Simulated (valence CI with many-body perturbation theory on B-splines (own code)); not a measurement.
Sensitivity of CI+MBPT for Co²²⁺

Computed by relativistic CI+MBPT: three valence electrons over a frozen Dirac-Fock core [He], a basis of 6 s, 6 p, 5 d, 3 f, 1 g functions for each j, with the one-electron correlation potential Σ1, the two-electron term Σ2, the three-electron term Σ3, Breit, model QED; selected CI, second order for the rest (own B-spline code, finite nucleus).

No measured spectrum was set against this ion. As an estimate, levels of excited configurations hold to 0.05 to 0.15 % of their energy, terms of the ground configuration to about 0.5 %.

The reference run has the lowest level 2s²2p ²P°_1/2 and an ionisation energy of 1961.17 eV. Its largest variational space holds 4232 state functions.

Names give the largest LS component (configuration and term), which can be under half, so a name can repeat, a term be missing and a line seem to break the LS rules; names also repeat where a configuration has a term twice.

Changed runs:
A. scale of Σ1 1 → 0.9; highest l in the core sums 6 → 3
B. scale of Σ1 1 → 1.1
C. shift of the energy in Σ1 (hartree) 0 → -10.417; highest l with Σ1, explicit Σ2 and valence Breit (higher l get mean screening factors) 3 → 2
D. Davidson tolerance 2e-05 → 0.03 (bad on purpose)

Excitation energies of the reference run in cm⁻¹, and shifts in cm⁻¹:

| Level | Reference | A | B | C | D |
| --- | --- | --- | --- | --- | --- |
| 2s²2p ²P°_3/2 | 139669 | -12 | +14 | -4.7 | 0 |
| 2s2p² ⁴P_1/2 | 430203 | +83 | -134 | +13 | 0 |
| 2s2p² ⁴P_3/2 | 497984 | +75 | -125 | +8.8 | 0 |
| 2s2p² ⁴P_5/2 | 558967 | +71 | -120 | +6.0 | +0.2 |
| 2s2p² ²D_3/2 | 788656 | +72 | -122 | +39 | +0.3 |
| 2s2p² ²D_5/2 | 819312 | +66 | -115 | +37 | 0 |
| 2s2p² ²P_1/2 | 904089 | +78 | -129 | +47 | 0 |
| 2s2p² ²S_1/2 | 1051890 | +63 | -111 | +43 | 0 |
| 2s2p² ²P_3/2 | 1065570 | +66 | -114 | +37 | +0.3 |
| 2p³ ⁴S°_3/2 | 1337810 | +158 | -262 | +36 | 0 |
| 2p³ ²D°_3/2 | 1486310 | +154 | -258 | +57 | +0.2 |
| 2p³ ²D°_5/2 | 1523410 | +150 | -254 | +59 | 0 |
| Ionisation energy (eV) | 1961.17 | -0.025 | +0.032 | -0.0098 | 0 |
